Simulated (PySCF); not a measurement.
C4H7O2, SMILES [CH]1COCCO1, multiplicity 2. The structure is a stationary point at PBE-D3(BJ)/def2-SVP. The isomer is the one that the SMILES or the coordinates give; other isomers of the formula were not compared. The values are those of a single conformer.

Level of theory: PBE-D3(BJ)/def2-SVP (PySCF 2.14.0).

Harmonic wavenumbers (cm⁻¹): 214, 249, 386, 440, 481, 530, 728, 846, 868, 896, 937, 1020, 1042, 1085, 1123, 1186, 1226, 1249, 1269, 1294, 1332, 1356, 1376, 1391, 1411, 1416, 2754, 2886, 2950, 3024, 3034, 3049, 3118. Rotational constants (GHz): 5.283, 4.740, 2.739; symmetry number 1.

Task: Work out the zero-point energy and the ideal-gas rigid-rotor harmonic-oscillator thermochemistry at 298.15 K and 1 atm.

Result: ZPE = ½ Σ hcν = ½ × 46167 cm⁻¹ = 276.14 kJ/mol. H − E(el) = 292.96 kJ/mol. Entropy in J/(mol K): translation 164.46, rotation 108.59, vibration 34.87, spin 5.76, total 313.67. G − E(el) = 199.44 kJ/mol. Cp = 94.42 J/(mol K).
